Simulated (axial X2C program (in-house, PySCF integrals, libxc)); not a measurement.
InCl: properties at the nuclei

Computed with an in-house all-electron X2C program for linear molecules (integrals from PySCF): two-component X2C with atomic mean-field Coulomb and Gaunt terms, Gaussian nuclei, basis In dyall-cv3z, Cl dyall-av3z with contracted cores.

R = 2.425 Å (near the PBE0 minimum at charge 0 of the determinant lowest at the starting distance; the state shown can have its own minimum elsewhere).

Input and command:
```json
{"zs": [49, 17], "q": 0, "bas": ["dyall-cv3z", "dyall-av3z"], "r0": 2.41, "levels": ["PBE0", "HF", "BP86", "PBE50", "r2SCAN"], "nst": 3}
```
```bash
python soeom.py task.json out
```

Keys: zs atomic numbers; q charge; bas basis sets; r0 starting distance in Å; levels methods; nst determinants followed.

Determinant lowest in the PBE0 search, Ω = 0 (closed shell), highest spinor 37% In s, 35% Cl p, 21% In p:

| level | qzz In (a.u.) | qzz Cl (a.u.) | μ (D) |
| --- | --- | --- | --- |
| PBE0 | -3.77 | 0.80 | -3.58 |
| HF | -3.97 | 0.77 | -3.61 |
| BP86 | -3.65 | 0.74 | -3.42 |
| PBE50 | -3.89 | 0.84 | -3.65 |
| r2SCAN | -3.76 | 0.73 | -3.41 |

qzz is the electric field gradient, eQq0 = 234.96 MHz × Q/barn × qzz; μ is positive if the Cl end (last atom) is positive. The operators were transformed with the bare-nucleus X2C matrices; with these basis sets, hyperfine constants and field gradients can be off by tens of per cent, and where levels differ in sign neither size nor sign is settled.

(1) With Q(115In) = 0.772 barn, Q(35Cl) = -0.08112 barn (Q from Pyykkö, Mol. Phys. 2018), turn the PBE0 values of the first state into constants in MHz.

Each state is one determinant with collinear spin. The search compared states at one distance, so a state with another bond length can lie lower.

Results:

(1) eQq0(115In) = 234.96 × (0.772) × (-3.77) = -684 MHz; eQq0(35Cl) = 234.96 × (-0.08112) × (0.80) = -15.2 MHz.
